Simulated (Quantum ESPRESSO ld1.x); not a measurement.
Species: F II. Configuration: [He] 2s1.5 2p4.5 (fractional occupations, a model configuration).

All-electron calculation, Dirac Kohn-Sham, BLYP, spin-unpolarised, spherical densities, point nucleus; open shells fill j = l - 1/2 first. Program: ld1.x of Quantum ESPRESSO 7.5.

Energy parts (hartree):
| part | energy |
|---|---|
| total | -98.777 |
| kinetic | 98.749 |
| electron-nucleus | -231.627 |
| Hartree | 43.873 |
| exchange-correlation | -9.772 |

Orbitals (lengths in bohr, moments of r in powers of bohr; r(max) is where P^2 peaks):
| orbital | occ. | eigenvalue (hartree) | <r^2> | r(max) | <r> | small-component weight |
|---|---|---|---|---|---|---|
| 1s1/2 | 2 | -25.1710 | 0.04195 | 0.115 | 0.1763 | 9.90e-04 |
| 2s1/2 | 1.5 | -1.7392 | 1.119 | 0.752 | 0.9629 | 1.20e-04 |
| 2p1/2 | 2 | -1.0443 | 1.249 | 0.678 | 0.9839 | 1.03e-04 |
| 2p3/2 | 2.5 | -1.0416 | 1.253 | 0.678 | 0.9857 | 1.03e-04 |

The highest occupied level is 2p3/2 at -28.343 eV. The density falls to 0.001 e/bohr^3 at r = 2.78 bohr.
